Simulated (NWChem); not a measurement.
Species: TeCl3 cation; SMILES Cl[Te+](Cl)Cl

Computed with NWChem. def2 effective core potentials on Te; no spin-orbit coupling. B3LYP is NWChem's, with the RPA form of VWN correlation. Each level has its own optimisation; frequencies are unscaled.

```csv
level,r Cl–Te (Å),highest harmonic frequency (cm⁻¹),lowest (cm⁻¹),zero-point energy (kcal/mol)
"B3LYP/3-21G (all-electron, non-relativistic)",2.453,336,104,1.9
"Hartree-Fock/STO-3G (all-electron, non-relativistic)",2.364,443,136,2.5
PBE0/def2-SVP (core potentials),…,…,…,2.4
```

### Question
Complete the blanks.

### Answer

- PBE0/def2-SVP (core potentials), r Cl–Te (Å): 2.297
- PBE0/def2-SVP (core potentials), highest harmonic frequency (cm⁻¹): 417
- PBE0/def2-SVP (core potentials), lowest (cm⁻¹): 127
